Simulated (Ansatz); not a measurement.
Frontier orbitals of BrH2InO2 (`[OH][In]([OH])[Br]`).

Cartesian coordinates in Å:
```
O -1.6305 0.6643 -0.2002
In 0.3173 0.3557 -0.2812
O 1.1648 -1.1865 0.6127
Br 1.7094 1.9166 -1.5143
H -2.0925 -0.0019 0.3156
H 0.5316 -1.7482 1.0674
```

Charge 0, multiplicity 1. Correlated methods include outer-core shells of Br, In, which these sets cover unevenly. Scalar relativity is left out up to krypton. In: def2 effective core potential. The geometry is a stationary point of PBE0-D4/def2-TZVP. It is one conformer, not always the lowest. Basis def2-TZVPP, Ansatz.

```tsv
functional	HOMO (eV)	LUMO (eV)	gap (eV)
PBE	-7.20	-3.15	4.05
B97M-V	-7.57	-3.00	4.57
PBE0	-8.54	-2.27	6.27
r2SCANh	-8.02	-2.61	5.41
BHLYP	-9.71	-1.45	8.26
LC-ωPBE	-11.27	-0.03	11.24
ωB97M-V	-10.79	-0.39	10.40
HF	-11.54	0.96	12.50
```

A quarter of exact exchange (PBE0) shifts PBE's HOMO by −1.34 eV and its LUMO by +0.88 eV; full exchange at long range (ωB97M-V) shifts them by −3.59 and +2.76 eV. The gap opens from 4.05 to 10.40 eV, since occupied levels lose self-interaction and empty ones feel all the electrons.

LC-ωPBE has ω = 0.4 bohr⁻¹.
